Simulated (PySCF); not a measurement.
# Yb³⁹⁺ (ytterbium, charge +39) across methods

[Ar] 3d10 4s2 4p1, 2P determinant. Calculation: PySCF 2.14, in an even-tempered Gaussian basis (17 s from 3.7 bohr⁻², ratio 2.5; 12 p from 4.8 bohr⁻², ratio 2.5; 8 d from 8.6 bohr⁻², ratio 2.5; 4 f from 25 bohr⁻², ratio 2.7; 4 g from 37 bohr⁻², ratio 2.7); the non-relativistic Hamiltonian (point nucleus). The B2PLYP total includes its PT2 part (frozen core); its orbital energies are those of the SCF part.

```json
{"method": "UHF", "E (hartree)": "-12453.37965", "mean ε 4s α (eV)": "-1827.9", "mean ε 4s β (eV)": "-1816.0", "mean ε 4p α (eV)": "-1751.6", "Σ⟨r²⟩ (bohr²)": "1.667", "⟨S²⟩": "0.752"}
{"method": "PBE", "E (hartree)": "-12454.12", "mean ε 4s α (eV)": "-1804.4", "mean ε 4s β (eV)": "-1799.8", "mean ε 4p α (eV)": "-1729.2", "Σ⟨r²⟩ (bohr²)": "1.665", "⟨S²⟩": "0.750"}
{"method": "PW91", "E (hartree)": "-12455.23", "mean ε 4s α (eV)": "-1804.8", "mean ε 4s β (eV)": "-1800.2", "mean ε 4p α (eV)": "-1729.7", "Σ⟨r²⟩ (bohr²)": "1.664", "⟨S²⟩": "0.750"}
{"method": "r2SCAN", "E (hartree)": "-12454.74", "mean ε 4s α (eV)": "-1805.3", "mean ε 4s β (eV)": "-1798.9", "mean ε 4p α (eV)": "-1730.4", "Σ⟨r²⟩ (bohr²)": "1.666", "⟨S²⟩": "0.751"}
{"method": "B2PLYP", "E (hartree)": "-12454.92", "mean ε 4s α (eV)": "-1817.3", "mean ε 4s β (eV)": "-1808.9", "mean ε 4p α (eV)": "-1741.5", "Σ⟨r²⟩ (bohr²)": "1.666", "⟨S²⟩": "0.751"}
{"method": "LDA", "E (hartree)": "-12446.33", "mean ε 4s α (eV)": "-1804.7", "mean ε 4s β (eV)": "-1800.4", "mean ε 4p α (eV)": "-1729.3", "Σ⟨r²⟩ (bohr²)": "1.665", "⟨S²⟩": "0.750"}
{"method": "PBE0", "E (hartree)": "-12454.37", "mean ε 4s α (eV)": "-1810.5", "mean ε 4s β (eV)": "-1804.2", "mean ε 4p α (eV)": "-1735.1", "Σ⟨r²⟩ (bohr²)": "1.665", "⟨S²⟩": "0.751"}
```

A non-relativistic calculation at this Z misses sizeable relativistic shifts. Spin-orbit coupling, absent here, splits the open shell strongly.
